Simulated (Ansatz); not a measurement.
Several settings on one geometry of GeBr2 (that of the charge 0 singlet, r2SCAN-D4/def2-TZVP). Ansatz on 4 threads of Intel Xeon 6975P-C on a shared host; times are rough.

| atom | x (Å) | y (Å) | z (Å) |
| --- | --- | --- | --- |
| Ge1 | -0.4358 | -0.0632 | 0.8887 |
| Br2 | 1.2763 | 1.3680 | 0.1697 |
| Br3 | -0.8405 | -1.3047 | -1.0583 |

Totals from different functionals, basis sets or treatments of relativity can't be compared as stabilities.

DK, ANO-RCC and x2c sets are all-electron and run with scalar relativity unless a key says otherwise.

The spins typed aren't always the lowest for that charge.

Task: Give the basis size and estimate the energy, ⟨S²⟩, dipole and time of these runs.

| run | method | charge | state | further keys |
| --- | --- | --- | --- | --- |
| 1 | UKS SVWN5/def2-mTZVP | 0 | triplet | forces asked |
| 2 | RHF/ANO-RCC-VTZP | 0 | singlet | fitting: {mean_field: def2-universal-jkfit}; scf: {omitted_lower_state_checks: [starts]}; forces asked |
| 3 | RKS ωB97X-V/def2-TZVP | 0 | singlet | scf: {omitted_lower_state_checks: [starts]} |

Result: 
| run | functions | energy (Eh) | ⟨S²⟩ | dipole (D) | wall time |
| --- | --- | --- | --- | --- | --- |
| 1 | 108 | -7215.0777 | 2.00 | 0.92 | 2 s |
| 2 | 129 | -7306.1165 | – | 2.24 | 1.4 s |
| 3 | 144 | -7224.7365 | – | – | 2.5 s |
